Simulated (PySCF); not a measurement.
C8H15FO2Si.
SMILES with atom numbers: `[O:1]=[C:2]([CH2:3][CH2:4][F:5])[O:6][SiH2:7][CH:8]1[CH2:9][CH2:10][CH2:11][CH2:12]1`

Geometry (PBE0-D3(BJ)/def2-SVP, Å), atoms numbered from 1 in this order:
```
atom  x, y, z in Å
O1     2.408    0.418    1.776
C2     2.332    0.212    0.591
C3     3.479   -0.268   -0.265
C4     4.825    0.140    0.279
F5     4.989    1.495    0.142
O6     1.195    0.344   -0.092
Si7   -0.250    0.761    0.755
C8    -1.557    0.766   -0.592
C9    -2.981    0.929   -0.036
C10   -3.392   -0.490    0.387
C11   -2.565   -1.452   -0.497
C12   -1.655   -0.561   -1.360
H13    3.344    0.088   -1.297
H14    3.410   -1.369   -0.297
H15    4.894   -0.116    1.348
H16    5.634   -0.368   -0.271
H17   -0.491   -0.269    1.805
H18   -0.096    2.112    1.362
H19   -1.286    1.601   -1.261
H20   -3.639    1.289   -0.844
H21   -3.066    1.661    0.784
H22   -4.476   -0.647    0.283
H23   -3.158   -0.653    1.450
H24   -1.965   -2.130    0.130
H25   -3.202   -2.095   -1.122
H26   -2.130   -0.370   -2.337
H27   -0.675   -1.018   -1.569
```

NICS is the negative of the GIAO shielding at a point without a nucleus: at the ring centre (0) and 1 Å above and below it (1); zz is the component along the ring normal. Level: GIAO KT2/pcSseg-1 (PySCF, non-relativistic, gas phase) on the PBE0-D3(BJ)/def2-SVP geometry, one conformer.

Ring bond lengths (Å): C8–C9 1.537, C9–C10 1.536, C10–C11 1.546, C11–C12 1.539, C12–C8 1.537.

**Question.** What do the NICS probes read (ppm)?

**Answer.** 
```json
{"ring": "C8–C9–C10–C11–C12", "type": "5-membered carbocycle; formal bonds all single", "NICS(0)": "-5.7", "NICS(1), two faces": "-3.6 / -4.1", "NICS(1)zz, two faces": "-5.7 / -6.7", "rms pucker (Å)": "0.18", "centre to ring atoms, mean (Å)": "1.29"}
```

**Question.** What can be read from them?

**Answer.** 
- C8–C9–C10–C11–C12: mean NICS(1)zz -6.2 ppm, shielded. C8, C9, C10, C11, C12 have four or more neighbours; no verdict on aromaticity is drawn. A hydrogen on C9, outside the ring, lies only 1.47 Å from a NICS(1) probe, which then mostly feels that atom.

**Question.** What field does 9.4 T along the ring normal induce along that normal at the second NICS(1) probe listed for ring C8–C9–C10–C11–C12, 1 Å off the ring?

**Answer.** NICSzz × B0 = -6.7 ppm × 9.4 T = -63 μT, against the applied field.

**Question.** List the ring angles.

**Answer.** 
- C8–C9–C10–C11–C12: C8 102.3°, C9 104.5°, C10 105.9°, C11 106.1°, C12 104.9°; sum 523.7° against 540° for a flat convex ring.

**Question.** How shielded are the nuclei of the rings and their hydrogens (means over atoms taken as equivalent)?

**Answer.** 
```tsv
atoms	environment	σ isotropic (ppm)	principal values of the symmetric part, first atom (ppm)
C8	sp3 carbon bound to silicon	156.2	134.2, 162.3, 172.1
C9 (×2)	ring CH2 carbon	152.8	127.4, 164.0, 168.8
C10 (×2)	ring CH2 carbon	157.5	128.7, 168.1, 172.4
H19	methine hydrogen	29.48	25.5, 27.0, 35.9
H20 (×2)	methylene hydrogen	29.48	23.9, 27.4, 37.2
H21 (×2)	methylene hydrogen	29.20	25.0, 27.4, 35.8
H22 (×2)	methylene hydrogen	29.43	24.3, 27.1, 36.8
H23 (×2)	methylene hydrogen	29.57	25.8, 26.9, 36.1
```

**Question.** How do the values depend on the level or the medium?

**Answer.** 
```
             level  NICS(0), C8–C9–C10–C11–C12  mean NICS(1)zz, C8–C9–C10–C11–C12
 KT2/pcSseg-1, gas                        -5.7                               -6.2
PBE0/pcSseg-1, gas                        -5.8                               -5.7
```

The geometry is the same throughout.
